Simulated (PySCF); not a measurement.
Isomers of C6H5Cl3, one GFN2-xTB conformer each. Single-point energies are computed at PBE0/pcSseg-1 (PySCF, gas phase, no added dispersion term), electronic only.

Question: Rank them by PBE0/pcSseg-1 energy, lowest first (kJ/mol).
A. `[Cl:1][CH2:2][C:3]1=[CH:4][C@@H:5]([Cl:6])[C:7]([Cl:8])=[CH:9]1` with Cl1–C2–C3–C4 109°
B. `C=C(C)C#CC(Cl)(Cl)Cl`

Answer: A (0.0), B (186.8).

As drawn, the higher has a C≡C bond, which the lower lacks. GFN2-xTB itself gives, in the same order: 0.0, 153.6. Both levels put the same isomer lowest.

Q: Which frontier levels, dipoles and rotational constants go with these structures?

A: 
| SMILES | HOMO (eV, PBE0/pcSseg-1) | LUMO (eV) | dipole (D) | A, B, C (MHz) |
| --- | --- | --- | --- | --- |
| ClCC1=C[C@@H](Cl)C(Cl)=C1 | -6.91 | -2.03 | 1.38 | 1701, 528.9, 422.5 |
| C=C(C)C#CC(Cl)(Cl)Cl | -7.50 | -1.69 | 3.07 | 1450, 509.5, 484.7 |
